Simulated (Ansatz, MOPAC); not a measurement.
Spectroscopic constants of MgAl, multiplicity 2 (lowest of 2S+1 = 2, 4 at CCSD(T)/def2-TZVPP on PBE0 minima; our sources give no spin for the ground state, which may be another). The T1 diagnostic near the minimum is 0.067, so single-reference values are doubtful.

Constants: fifth-degree fit in 1/R to seven points, most abundant isotopes. Runs in def2 and cc sets follow the lowest solution found near the PBE0 minimum.

Codes used: Ansatz (Gaussian basis) for Hartree–Fock, density functionals and correlated methods; MOPAC for PM6 (differences of heats of formation). 

| level | r_e (Å) | ω_e (cm⁻¹) | ω_e x_e (cm⁻¹) | α_e (cm⁻¹) | D_e (eV) | dipole (D) |
|---|---|---|---|---|---|---|
| PM6 | 2.909 | 366 | 1.7 | 0.00090 | - | - |
| SVWN5/def2-TZVPP | 2.817 | 228 | 2.0 | 0.0017 | 0.74 | 1.28 |
| PBE/def2-TZVPP | 2.870 | 214 | 2.1 | 0.0018 | 0.58 | 1.31 |
| r2SCAN/def2-TZVPP | 2.858 | 220 | 2.1 | 0.0018 | 0.58 | 1.46 |
| B97M-V/def2-TZVPP | 2.840 | 224 | 2.3 | 0.0019 | 0.52 | 1.52 |
| B3LYP/def2-TZVPP | 2.936 | 179 | 2.8 | 0.0025 | 0.31 | 1.28 |
| PBE0/def2-TZVPP | 2.888 | 204 | 2.3 | 0.0020 | 0.48 | 1.45 |
| BHLYP/def2-TZVPP | 3.000 | 152 | 3.3 | 0.0031 | 0.21 | 1.34 |
| CAM-B3LYP/def2-TZVPP | 2.985 | 153 | 3.3 | 0.0031 | 0.21 | 1.31 |
| wB97X-V/def2-TZVPP | 2.998 | 153 | 3.1 | 0.0030 | 0.26 | 1.48 |
| wB97M-V/def2-TZVPP | 3.022 | 153 | 2.5 | 0.0026 | 0.28 | 1.08 |
| B2PLYP/def2-TZVPP | 2.938 | 180 | 3.4 | 0.0027 | 0.28 | - |

D_e counts from each atom's lowest state at the same level, without counterpoise or zero-point energy.

Correlated levels freeze the inner cores; with def2 sets outer-core shells near the valence are correlated too. The state reached by PM6 isn't checked.

Ansatz is a quantum-chemistry and plane-wave program.
